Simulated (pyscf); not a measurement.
PySCF, gas phase, ωB97X-D3(BJ)/def2-SVP geometries.

SMILES: [OH][Ti]([OH])([Br])[OH]
```xyz
8

O     -0.3510     0.3304     2.0675
Ti    -0.2617    -0.6784     0.6250
O     -0.7255    -2.3305     1.0264
O     -1.3408    -0.0392    -0.6133
Br     1.9674    -0.6712    -0.2006
H     -0.3668     0.1388     3.0114
H     -1.2569    -3.0012     0.5840
H     -1.7636     0.8156    -0.7490
```

What is the homolytic dissociation enthalpy (298 K, ωB97M-D3(BJ)/def2-TZVP) of the Br–Ti bond of HO–Ti(OH)(OH)–Br (SMILES [OH][Ti]([OH])([OH])[Br]), to [HO–Ti(OH)–OH]• + Br•?

Br–Ti to [HO–Ti(OH)–OH]• + Br•: 77.4 kcal/mol. The 7 functionals that were run give +72.9 (M06-2X) to +91.3 kcal/mol (r²SCAN). The radicals are drawn with the spin at the cut bond; how far it spreads was not checked. Other isomers of [HO–Ti(OH)–OH]• were not searched in full and may lie lower. Left out: the spin-orbit lowering of Br, which is large for Br, Se, Te and I. Open-shell species with a d-block atom are single-reference here; other states, and whether the spin sits on metal or ligand, were not checked. Elements up to Kr have no core potential and no relativistic terms here.
